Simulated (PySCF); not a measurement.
PySCF input (TPSSh/def2-TZVPD):

```python
from pyscf import gto, scf, dft

mol = gto.M(
    atom='''
    Si   -0.00000000   -0.00000000   -0.51407753
    C     0.00000000    0.00000000    1.19951423
    ''',
    basis='def2-tzvpd',
    charge=0,
    spin=2,
    symmetry='C2v',
    verbose=4,
)

mf = dft.UKS(mol, xc='tpssh').density_fit(auxbasis='def2-universal-jkfit')
mf.grids.level = 3
mf.conv_tol = 1e-9
mf.max_cycle = 100
mf.max_memory = 1500
mf.kernel()
if not mf.converged:
    mf = mf.newton()
    mf.kernel(mf.make_rdm1())
mf.analyze()
```

End of the output:

```
Extra cycle  E= -327.408656672467  delta_E= 1.59e-10  |g|= 1.58e-05  |ddm|= 1.73e-05
converged SCF energy = -327.408656672467  <S^2> = 2.0323057  2S+1 = 3.0214604
**** SCF Summaries ****
Total Energy =                        -327.408656672466861
Nuclear Repulsion Energy =              25.940184094536029
One-electron Energy =                 -503.134546357695228
Two-electron Energy =                  149.785705590692288
Two-electron Coulomb Energy =          175.964108163821493
DFT Exchange-Correlation Energy =      -26.178402573129212
HOMO-LUMO gap [eV] =                     1.533044490394148
Wave-function symmetry = B2
alpha occupancy for each irrep:     A1   A2   B1   B2
                                     7    0    2    2
beta  occupancy for each irrep:     A1   A2   B1   B2
                                     6    0    2    1
**** MO energy ****
alpha MO #1 (A1 #1), energy= -66.0214320831028 occ= 1
alpha MO #2 (A1 #2), energy= -10.188890375853 occ= 1
alpha MO #3 (A1 #3), energy= -5.24949787305442 occ= 1
alpha MO #4 (B2 #1), energy= -3.60108055879002 occ= 1
alpha MO #5 (A1 #4), energy= -3.59553372031731 occ= 1
alpha MO #6 (B1 #1), energy= -3.59322425333488 occ= 1
alpha MO #7 (A1 #5), energy= -0.647566397062867 occ= 1
alpha MO #8 (A1 #6), energy= -0.394134193916209 occ= 1
alpha MO #9 (B2 #2), energy= -0.280826946603703 occ= 1
alpha MO #10 (A1 #7), energy= -0.2728385067449 occ= 1
alpha MO #11 (B1 #2), energy= -0.247011479572764 occ= 1
alpha MO #12 (B2 #3), energy= -0.092576376373005 occ= 0
alpha MO #13 (B1 #3), energy= -0.0702234180417802 occ= 0
alpha MO #14 (A1 #8), energy= 0.0127865756654851 occ= 0
alpha MO #15 (A1 #9), energy= 0.0249703401100942 occ= 0
alpha MO #16 (A1 #10), energy= 0.0766237262381975 occ= 0
alpha MO #17 (A2 #1), energy= 0.0800231338593294 occ= 0
alpha MO #18 (A1 #11), energy= 0.0818808835165273 occ= 0
alpha MO #19 (B2 #4), energy= 0.109820132579112 occ= 0
alpha MO #20 (B1 #4), energy= 0.117386887306756 occ= 0
alpha MO #21 (B2 #5), energy= 0.13768486684762 occ= 0
alpha MO #22 (B1 #5), energy= 0.148590217790012 occ= 0
alpha MO #23 (A1 #12), energy= 0.159648071129961 occ= 0
alpha MO #24 (A1 #13), energy= 0.190679366189713 occ= 0
alpha MO #25 (A2 #2), energy= 0.242549047907338 occ= 0
alpha MO #26 (A1 #14), energy= 0.243090251052585 occ= 0
alpha MO #27 (B2 #6), energy= 0.245813185191103 occ= 0
alpha MO #28 (B1 #6), energy= 0.256734818017319 occ= 0
alpha MO #29 (A1 #15), energy= 0.301574082159218 occ= 0
alpha MO #30 (A2 #3), energy= 0.305505907110426 occ= 0
alpha MO #31 (A1 #16), energy= 0.308343561844018 occ= 0
alpha MO #32 (B2 #7), energy= 0.363263799561737 occ= 0
alpha MO #33 (A1 #17), energy= 0.369213118715418 occ= 0
alpha MO #34 (B1 #7), energy= 0.381691909133754 occ= 0
alpha MO #35 (B2 #8), energy= 0.4428286212928 occ= 0
alpha MO #36 (B1 #8), energy= 0.456008450247071 occ= 0
alpha MO #37 (A1 #18), energy= 0.477529220180717 occ= 0
alpha MO #38 (A1 #19), energy= 0.523119427308007 occ= 0
alpha MO #39 (A1 #20), energy= 0.572797629846143 occ= 0
alpha MO #40 (A2 #4), energy= 0.824489601689746 occ= 0
alpha MO #41 (B2 #9), energy= 0.824672585093324 occ= 0
alpha MO #42 (A1 #21), energy= 0.825018164103625 occ= 0
alpha MO #43 (B1 #9), energy= 0.844892692397681 occ= 0
alpha MO #44 (B1 #10), energy= 0.98744292423656 occ= 0
alpha MO #45 (B2 #10), energy= 0.987511393984152 occ= 0
alpha MO #46 (A1 #22), energy= 0.989743675848352 occ= 0
alpha MO #47 (A2 #5), energy= 1.03687612985341 occ= 0
alpha MO #48 (A1 #23), energy= 1.0378840606236 occ= 0
alpha MO #49 (B2 #11), energy= 1.10555077523598 occ= 0
alpha MO #50 (A2 #6), energy= 1.11059457274219 occ= 0
alpha MO #51 (A1 #24), energy= 1.11119714070389 occ= 0
alpha MO #52 (B1 #11), energy= 1.11936749595041 occ= 0
alpha MO #53 (B2 #12), energy= 1.22856663543502 occ= 0
alpha MO #54 (A1 #25), energy= 1.23837396176172 occ= 0
alpha MO #55 (B1 #12), energy= 1.24795733437024 occ= 0
alpha MO #56 (B2 #13), energy= 1.38262485488384 occ= 0
alpha MO #57 (A1 #26), energy= 1.38822623475293 occ= 0
alpha MO #58 (B1 #13), energy= 1.40211003831497 occ= 0
alpha MO #59 (A1 #27), energy= 1.4838481612372 occ= 0
alpha MO #60 (A1 #28), energy= 1.66122771825163 occ= 0
alpha MO #61 (B2 #14), energy= 1.68065853760678 occ= 0
alpha MO #62 (B1 #14), energy= 1.70548826657056 occ= 0
alpha MO #63 (A1 #29), energy= 2.05860540960278 occ= 0
alpha MO #64 (B1 #15), energy= 2.69642337453563 occ= 0
alpha MO #65 (B2 #15), energy= 2.69644004772166 occ= 0
alpha MO #66 (A2 #7), energy= 2.81211140060344 occ= 0
alpha MO #67 (A1 #30), energy= 2.81266995246374 occ= 0
alpha MO #68 (B2 #16), energy= 2.94334576874762 occ= 0
alpha MO #69 (B1 #16), energy= 2.97123161007778 occ= 0
alpha MO #70 (A1 #31), energy= 3.10325759538028 occ= 0
alpha MO #71 (A2 #8), energy= 3.10451779431944 occ= 0
alpha MO #72 (A1 #32), energy= 3.19155366869365 occ= 0
alpha MO #73 (B2 #17), energy= 3.29823826257025 occ= 0
alpha MO #74 (B1 #17), energy= 3.31973735516622 occ= 0
alpha MO #75 (A1 #33), energy= 3.69047650810719 occ= 0
alpha MO #76 (B2 #18), energy= 6.00487578108372 occ= 0
alpha MO #77 (B1 #18), energy= 6.01932358494096 occ= 0
alpha MO #78 (A1 #34), energy= 6.49440859418449 occ= 0
alpha MO #79 (A1 #35), energy= 10.552185682048 occ= 0
alpha MO #80 (A1 #36), energy= 21.7531909905879 occ= 0
beta  MO #1 (A1 #1), energy= -66.0194389364985 occ= 1
beta  MO #2 (A1 #2), energy= -10.1628690979727 occ= 1
beta  MO #3 (A1 #3), energy= -5.24757868226715 occ= 1
beta  MO #4 (B2 #1), energy= -3.5968082267812 occ= 1
beta  MO #5 (B1 #1), energy= -3.59389564994483 occ= 1
beta  MO #6 (A1 #4), energy= -3.5901760146353 occ= 1
beta  MO #7 (A1 #5), energy= -0.573561778132326 occ= 1
beta  MO #8 (A1 #6), energy= -0.332954745114488 occ= 1
beta  MO #9 (B1 #2), energy= -0.225823119665937 occ= 1
beta  MO #10 (B2 #2), energy= -0.169484773310945 occ= 0
beta  MO #11 (A1 #7), energy= -0.14636618870939 occ= 0
beta  MO #12 (B1 #3), energy= -0.0555251636380563 occ= 0
beta  MO #13 (B2 #3), energy= -0.0328009718420761 occ= 0
beta  MO #14 (A1 #8), energy= 0.0271392152249834 occ= 0
beta  MO #15 (A1 #9), energy= 0.0338384234712538 occ= 0
beta  MO #16 (A2 #1), energy= 0.0845829057923516 occ= 0
beta  MO #17 (A1 #10), energy= 0.0861722609212269 occ= 0
beta  MO #18 (A1 #11), energy= 0.10217817078421 occ= 0
beta  MO #19 (B1 #4), energy= 0.124695171826834 occ= 0
beta  MO #20 (B2 #4), energy= 0.13144152025512 occ= 0
beta  MO #21 (B1 #5), energy= 0.153390382679673 occ= 0
beta  MO #22 (B2 #5), energy= 0.157581517953211 occ= 0
[...]
```
